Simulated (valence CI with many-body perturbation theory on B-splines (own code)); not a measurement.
Values are calculated unless marked as measured or tabulated.
**Sensitivity of CI+MBPT for Gd42+**

Level of theory: valence CI with perturbative core correlation (CI+MBPT): four valence electrons over a frozen Dirac-Fock core [Ar], radial functions for each j: 6 s, 6 p, 5 d, 5 f, 1 g, with the one-electron correlation potential Σ1 (screened to all orders), the two-electron term Σ2, the three-electron term Σ3, Breit, model QED; selected single and double excitations, second order for the rest, scaled by the run's own slope (own B-spline code, finite nucleus).

The last digits are not significant, and no measured levels were compared; by estimate large intervals hold to a few tenths of a per cent, small ones and those within an open d or f shell to about a per cent. Only levels of the ground parity were solved; by the run's estimate the other parity begins above the list, which can be wrong where configurations are misplaced.

The reference run has the lowest level (3d3/2^4) J=0 and an ionisation energy of 3312.20 eV. Its largest variational space holds 8005 state functions.

Levels are named by their leading jj configuration (3d3/2^4 stands for four electrons in 3d with j = 3/2), which in mixed levels can hold well under half, so a name can repeat and another be missing. Letters in brackets count levels of one name in rising energy.

Changed runs:
A. three-electron term on → off
B. size limit of the variational space 10000 → 3000
C. natural orbitals for correlation on → off; scale of Σ1 1 → 1.1
D. correlating orbitals by l 3 3 3 3 1 → 0 0 0 0 0 (bad on purpose)

Excitation energies of the reference run in cm⁻¹, and shifts in cm⁻¹:

```tsv
Level	Reference	A	B	C	D
(3d3/2^3 3d5/2) J=1	233097	-1084	-3.6	-870	-1306
(3d3/2^3 3d5/2) J=4	315966	+285	+6.1	-32	-295
(3d3/2^3 3d5/2) J=2	321014	-1093	+14	-293	-630
(3d3/2^3 3d5/2) J=3	347847	-417	+15	+46	-197
(3d3/2^2 3d5/2^2) J=0	526651	+127	0	-689	-1254
(3d3/2^2 3d5/2^2) J=2 [a]	542664	-1678	+3.8	-87	-530
(3d3/2^2 3d5/2^2) J=4 [a]	545671	-819	-3.7	-802	-1461
(3d3/2^2 3d5/2^2) J=3 [a]	559994	-856	+30	-531	-1108
(3d3/2^2 3d5/2^2) J=5	588626	-477	-10	-346	-928
(3d3/2^2 3d5/2^2) J=6	608807	-127	-2.3	-193	-774
(3d3/2^2 3d5/2^2) J=1	612839	-1262	-9.0	+216	-195
(3d3/2^2 3d5/2^2) J=4 [b]	642313	+673	-11	+294	-113
Ionisation energy (eV)	3312.20	-0.15	0	-0.10	-0.43
```
